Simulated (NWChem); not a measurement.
System: C₂H₅ClSn; SMILES C=[CH][SnH2][Cl]

Input file for NWChem:

```
start job
memory heap 200 mb stack 900 mb global 1100 mb
geometry units angstroms noautoz
  Sn    -0.666838     0.020709     0.001970
  Cl     1.171755     1.541226     0.019904
  C      0.280983    -1.906859    -0.005688
  C      1.619883    -2.023014    -0.000416
  H     -1.584830     0.348871     1.431039
  H     -1.571602     0.366854    -1.431275
  H     -0.361405    -2.805851    -0.014095
  H      2.114514    -3.010757    -0.004295
  H      2.277606    -1.136218     0.007995
end
basis spherical
  * library def2-svp
end
ecp
  Sn library def2-ecp
end
dft
  xc xpbe96 cpbe96
  iterations 150
  mulliken
end
task dft energy
```

Output (shortened):

```
             Northwest Computational Chemistry Package (NWChem) 7.3.0
             --------------------------------------------------------

 CS  symmetry detected

                             Geometry "geometry" -> ""
                             -------------------------

 Output coordinates in angstroms (scale by  1.889725989 to convert to a.u.)

  No.       Tag          Charge          X              Y              Z
 ---- ---------------- ---------- -------------- -------------- --------------
    1 Sn                  50.0000    -0.65403335    -0.04011110     0.00000000
    2 Cl                  17.0000     0.95478125     1.72182913     0.00000000
    3 C                    6.0000     0.55312094    -1.81682723     0.00000000
    4 C                    6.0000     1.89515363    -1.74526449     0.00000000
    5 H                    1.0000    -1.60350405     0.16675137     1.43120053
    6 H                    1.0000    -1.60350405     0.16675137    -1.43120053
    7 H                    1.0000     0.04225357    -2.79658953     0.00000000
    8 H                    1.0000     2.52258757    -2.65446070     0.00000000
    9 H                    1.0000     2.42290584    -0.77544233     0.00000000

 Effective nuclear repulsion energy (a.u.)     443.7618638687

      Symmetry information
      --------------------

 Group name             Cs
 Group number              2
 Group order               2
 No. of unique centers     8

 Summary of "ao basis" -> "ao basis" (spherical)
 ------------------------------------------------------------------------------
       Tag                 Description            Shells   Functions and Types
 ---------------- ------------------------------  ------  ---------------------
 Sn                         def2-svp                10       26   4s4p2d
 Cl                         def2-svp                 8       18   4s3p1d
 C                          def2-svp                 6       14   3s2p1d
 H                          def2-svp                 3        5   2s1p

      Symmetry analysis of basis
      --------------------------

        a'         68
        a"         29

            General Information
            -------------------
          SCF calculation type: DFT
          Wavefunction type:  closed shell.
          No. of atoms     :     9
          No. of electrons :    56
           Alpha electrons :    28
            Beta electrons :    28
          Charge           :     0
          Spin multiplicity:     1
          Use of symmetry is: on ; symmetry adaption is: on
          Maximum number of iterations: 150
          AO basis - number of functions:    97
                     number of shells:    45
          Convergence on energy requested:  1.00D-06
          Convergence on density requested:  1.00D-05
          Convergence on gradient requested:  5.00D-04

              XC Information
              --------------
          PerdewBurkeErnzerhof Exchange Functional  1.000
            Perdew 1991 LDA Correlation Functional  1.000 local
           PerdewBurkeErnz. Correlation Functional  1.000 non-local

             Grid Information
             ----------------
          Grid used for XC integration:  medium
          Radial quadrature: Mura-Knowles
          Angular quadrature: Lebedev.
          Tag              B.-S. Rad. Rad. Pts. Rad. Cut. Ang. Pts.
          ---              ---------- --------- --------- ---------
          Sn                  1.45      123          11.0       590
          Cl                  1.00       88          12.0       590
          C                   0.70       49          11.0       434
          H                   0.35       45          12.0       434
          Grid pruning is: on
          Number of quadrature shells:   489
          Spatial weights used:  Erf1

      Superposition of Atomic Density Guess
      -------------------------------------

 Sum of atomic energies:        -786.16527831

      Non-variational initial energy
      ------------------------------

 Total energy =    -751.717349
 1-e energy   =   -1586.637464
 2-e energy   =     597.732573
 HOMO         =      -0.324834
 LUMO         =      -0.008094

      Symmetry analysis of molecular orbitals - initial
      -------------------------------------------------

  Numbering of irreducible representations:

     1 a'          2 a"

  Orbital symmetries:

     1 a'          2 a'          3 a'          4 a'          5 a'
     6 a'          7 a"          8 a'          9 a'         10 a"
    11 a'         12 a'         13 a'         14 a"         15 a'
    16 a"         17 a'         18 a'         19 a'         20 a'
    21 a'         22 a'         23 a'         24 a"         25 a'
    26 a"         27 a"         28 a'         29 a"         30 a'
    31 a'         32 a'         33 a'         34 a"         35 a'
    36 a'         37 a'         38 a"

     ---------------------------------------------
      Total Density - Mulliken Population Analysis
     ---------------------------------------------

    Atom       Charge   Shell Charges
 -----------   ------   -------------------------------------------------------
    1 Sn  22    20.96   1.60  0.42  0.93  0.29  3.25  2.74  1.07  0.54  9.75  0.36
    2 Cl  17    17.56   2.00  1.99  1.23  0.73  5.94  2.18  3.47  0.01
    3 C    6     6.41   1.99  0.99  0.36  1.92  1.12  0.03
    4 C    6     6.17   1.99  0.97  0.28  1.93  0.97  0.03
    5 H    1     1.11   0.64  0.46  0.01
    6 H    1     1.11   0.64  0.46  0.01
    7 H    1     0.88   0.66  0.20  0.02
    8 H    1     0.90   0.67  0.21  0.02
    9 H    1     0.90   0.67  0.21  0.02

   convergence    iter        energy       DeltaE   RMS-Dens  Diis-err
 ---------------- ----- ----------------- --------- --------- ---------
 d= 0,ls=0.0,diis     1   -753.1391880201 -9.90D+02  1.64D-02  4.18D-01
 d= 0,ls=0.0,diis     2   -753.1060341996  3.32D-02  1.10D-02  5.14D-01
 d= 0,ls=0.0,diis     3   -753.1827131244 -7.67D-02  3.29D-03  9.34D-02
 d= 0,ls=0.0,diis     4   -753.1917338334 -9.02D-03  1.43D-03  3.84D-02
 d= 0,ls=0.0,diis     5   -753.1969608975 -5.23D-03  3.58D-04  1.20D-03
  Resetting Diis
 d= 0,ls=0.0,diis     6   -753.1971314286 -1.71D-04  1.01D-04  6.52D-05
 d= 0,ls=0.0,diis     7   -753.1971402855 -8.86D-06  5.19D-05  3.07D-06
 d= 0,ls=0.0,diis     8   -753.1971396018  6.84D-07  3.25D-05  7.03D-06
 d= 0,ls=0.0,diis     9   -753.1971407869 -1.19D-06  5.82D-06  4.52D-07
 d= 0,ls=0.0,diis    10   -753.1971408411 -5.42D-08  1.90D-06  6.44D-08

         Total DFT energy =     -753.197140841055
      One electron energy =    -1589.554589152792
           Coulomb energy =      657.779430732000
    Exchange-Corr. energy =      -58.609524475114
 Nuclear repulsion energy =      237.187542054852

 Numeric. integr. density =       55.999977249441

                  Occupations of the irreducible representations
                  ----------------------------------------------

                     irrep           alpha         beta
                     --------     --------     --------
                     a'               21.0         21.0
                     a"                7.0          7.0

                       DFT Final Molecular Orbital Analysis
                       ------------------------------------

 Vector   26  Occ=2.000000D+00  E=-2.572914D-01  Symmetry=a"
              MO Center=  1.1D+00, -1.0D+00,  7.0D-12, r^2= 3.6D+00
   Bfn.  Coefficient  Atom+Function         Bfn.  Coefficient  Atom+Function
  ----- ------------  ---------------      ----- ------------  ---------------
    50      0.369245  3 C  pz                64      0.364264  4 C  pz
    39     -0.300460  2 Cl pz                53      0.250220  3 C  pz
    67      0.227838  4 C  pz                36     -0.219941  2 Cl pz
    33     -0.128923  2 Cl pz                18      0.056059  1 Sn d -1
    73     -0.043187  5 H  s                 78      0.043187  6 H  s

 Vector   27  Occ=2.000000D+00  E=-2.542269D-01  Symmetry=a'
              MO Center=  7.2D-01,  9.7D-01, -4.8D-11, r^2= 3.5D+00
   Bfn.  Coefficient  Atom+Function         Bfn.  Coefficient  Atom+Function
  ----- ------------  ---------------      ----- ------------  ---------------
    38     -0.401518  2 Cl py                37      0.395226  2 Cl px
    35     -0.292911  2 Cl py                34      0.290614  2 Cl px
    47     -0.195212  3 C  s                 49     -0.189274  3 C  py
    32     -0.171582  2 Cl py                31      0.170087  2 Cl px
    94      0.129466  9 H  s                 48      0.108248  3 C  px

 Vector   28  Occ=2.000000D+00  E=-2.522269D-01  Symmetry=a"
              MO Center=  4.8D-01,  9.0D-01,  4.0D-11, r^2= 4.1D+00
   Bfn.  Coefficient  Atom+Function         Bfn.  Coefficient  Atom+Function
  ----- ------------  ---------------      ----- ------------  ---------------
    39      0.529796  2 Cl pz                36      0.388848  2 Cl pz
    33      0.227551  2 Cl pz                74     -0.186070  5 H  s
    79      0.186070  6 H  s                 73     -0.167601  5 H  s
    78      0.167601  6 H  s                 64      0.160666  4 C  pz
    50      0.146640  3 C  pz                13     -0.116600  1 Sn pz

 Vector   29  Occ=0.000000D+00  E=-5.482251D-02  Symmetry=a"
              MO Center=  1.1D+00, -1.6D+00, -5.9D-15, r^2= 2.8D+00
   Bfn.  Coefficient  Atom+Function         Bfn.  Coefficient  Atom+Function
  ----- ------------  ---------------      ----- ------------  ---------------
    67      0.569876  4 C  pz                53     -0.505626  3 C  pz
    64      0.451944  4 C  pz                50     -0.381463  3 C  pz
    16     -0.231877  1 Sn pz                74      0.226359  5 H  s
    79     -0.226359  6 H  s                 13     -0.146002  1 Sn pz
    73      0.089083  5 H  s                 78     -0.089083  6 H  s

[...]
```

Level: PBE/def2-SVP with def2 effective core potentials on Sn. Structure relaxed at the PBE-D3(BJ)/def2-SVP level. def2 effective core potentials on Sn; no spin-orbit coupling.
